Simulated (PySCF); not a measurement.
Order these species by their calculated properties.

Each SMILES stands for a single optimised conformer of the isolated species, non-relativistic unless stated; the electronic structure was computed with PySCF and density fitting.

The conformers computed, where there is a choice (atom-mapped SMILES and torsion angles):
- `[CH3:1][CH2:2][PH2+:3][CH2:4][C:5]([CH3:6])([CH3:7])[CH3:8]`: C1–C2–P3–C4 180°, C2–P3–C4–C5 180°, P3–C4–C5–C6 61°
- `[CH2:1]=[CH:2][O:3][C:4]([CH3:5])=[O:6]`: C1–C2–O3–C4 180°, C2–O3–C4–C5 180°
- `[CH3:1][c:2]1[p:3][c:4]([Cl:5])[n:6][n:7]1[CH2:8][C:9]([F:10])([F:11])[F:12]`: N6–N7–C8–C9 -88°, N7–C8–C9–F10 -61°
- `[cH:1]1[cH:2][cH:3][c:4]([CH:5]2[CH2:6][PH:7][CH2:8]2)[cH:9][cH:10]1`: C3–C4–C5–C6 -124°
- `[CH:1]#[C:2][C:3](=[CH2:4])[SiH2:5][O:6][C:7]([CH3:8])=[S:9]`: C2–C3–Si5–O6 -20°, C3–Si5–O6–C7 176°, Si5–O6–C7–C8 179°
- `[CH3:1][c:2]1[cH:3][p:4][cH:5][c:6]([CH:7]2[CH2:8][CH2:9]2)[cH:10]1`: C5–C6–C7–C8 35°
- `[CH3:1][CH2:2][CH2:3][P@@:4]([CH3:5])(=[O:6])[CH2:7][S:8][CH3:9]`: C1–C2–C3–P4 173°, C2–C3–P4–C5 -179°, C3–P4–C7–S8 163°, P4–C7–S8–C9 73°

The conformers of `C=CP(CCC)C(=O)OC` aren't listed.

Question: Rank by HOMO–LUMO gap, highest first (PBE0/pcSseg-1 at GFN2-xTB geometries).
A. `Cc1cpcc(C2CC2)c1`
B. `p1c(n(nc1Cl)CC(F)(F)F)C`
C. `CC[PH2+]CC(C)(C)C`
D. `C=COC(C)=O`
E. `C#CC(=C)[SiH2]OC(C)=S`
F. `C1=CC=C(C2CPC2)C=C1`

Answer: C (8.88 eV), D (7.10 eV), F (6.38 eV), B (6.16 eV), A (5.57 eV), E (5.13 eV).

Question: Give the two extremes of that set in kcal/mol.

Answer: `C#CC(=C)[SiH2]OC(C)=S`: 118 kcal/mol; `CC[PH2+]CC(C)(C)C`: 205 kcal/mol.

Question: Rank by HOMO energy, highest first (PBE0/pcSseg-1 at GFN2-xTB geometries).
A. `CC[PH2+]CC(C)(C)C`
B. `O(C(P(C=C)CCC)=O)C`
C. `Cc1pc(Cl)nn1CC(F)(F)F`
D. `C=COC(C)=O`

Answer: B (-6.64 eV), C (-7.16 eV), D (-7.45 eV), A (-13.12 eV).

Question: By how much do the two ends of that ranking differ?

Answer: By 6.48 eV, between `C=CP(CCC)C(=O)OC` and `CC[PH2+]CC(C)(C)C`.

Question: Rank by dipole moment, highest first (PBE0/pcSseg-1 at GFN2-xTB geometries).
A. `c1ccc(C2CPC2)cc1`
B. `CCC[P@@](C)(=O)CSC`
C. `C=COC(C)=O`
D. `CC(O[SiH2]C(=C)C#C)=S`
E. `Cc1pc(Cl)nn1CC(F)(F)F`

Answer: E (4.05 D), B (2.78 D), D (2.18 D), C (1.80 D), A (1.31 D).

Question: Give the two extremes of that set in atomic units.

Answer: `c1ccc(C2CPC2)cc1`: 0.52 au; `Cc1pc(Cl)nn1CC(F)(F)F`: 1.59 au.

Question: Rank by smallest rotational constant, highest first (GFN2-xTB).
A. `Cc1pc(Cl)nn1CC(F)(F)F`
B. `C#C[SiH2-]`
C. `C=COC(C)=O`
D. `CC[PH2+]CC(C)(C)C`
E. `c1ccc(C2CPC2)cc1`

Answer: B (4.983 GHz), C (1.839 GHz), D (0.709 GHz), E (0.561 GHz), A (0.358 GHz).
